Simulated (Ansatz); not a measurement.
One change: `NB(O)[SeH]` becomes `CCB(N)O`.

Ansatz, PBE0-D4/def2-TZVP geometries, multiplicity 1. Each molecule was computed in one conformer, which needn't be the lowest.

Scalar relativity is left out up to krypton.

| property | `NB(O)[SeH]` |
| --- | --- |
| HOMO–LUMO gap (PBE0/def2-TZVPP) / eV | 6.85 |
| HOMO energy (B3LYP/def2-TZVPP) / eV | -6.42 |
| LUMO energy (B3LYP/def2-TZVPP) / eV | -0.16 |
| HOMO–LUMO gap (ωB97M-V/def2-TZVPP) / eV | 10.46 |
| HOMO energy (PBE0/def2-TZVPP) / eV | -6.66 |
| LUMO energy (ωB97M-V/def2-TZVPP) / eV | 1.65 |

Problem. Give the same properties after the change, and the shifts. (Best estimate.)

Solution. Ansatz gave: 
```json
{"property": "HOMO–LUMO gap (PBE0/def2-TZVPP) / eV", "`CCB(N)O`": "8.40", "shift": "1.55"}
{"property": "HOMO energy (B3LYP/def2-TZVPP) / eV", "`CCB(N)O`": "-7.52", "shift": "-1.10"}
{"property": "LUMO energy (B3LYP/def2-TZVPP) / eV", "`CCB(N)O`": "0.27", "shift": "0.43"}
{"property": "HOMO–LUMO gap (ωB97M-V/def2-TZVPP) / eV", "`CCB(N)O`": "12.13", "shift": "1.67"}
{"property": "HOMO energy (PBE0/def2-TZVPP) / eV", "`CCB(N)O`": "-7.76", "shift": "-1.10"}
{"property": "LUMO energy (ωB97M-V/def2-TZVPP) / eV", "`CCB(N)O`": "1.95", "shift": "0.30"}
```

With PBE0 the HOMO falls by 1.10 eV and the LUMO rises by 0.45 eV, so the gap widens by about 1.55 eV. PBE moves the HOMO by -0.80 eV and ωB97M-V by -1.35 eV. The zero-point energy changes by 151.9 kJ/mol with +15 modes.

B3LYP here is the variant with VWN-RPA as its local correlation; programs differ in this.

Spin–orbit coupling is left out; it splits and shifts lone-pair levels of the heavy atoms by tenths of an eV.
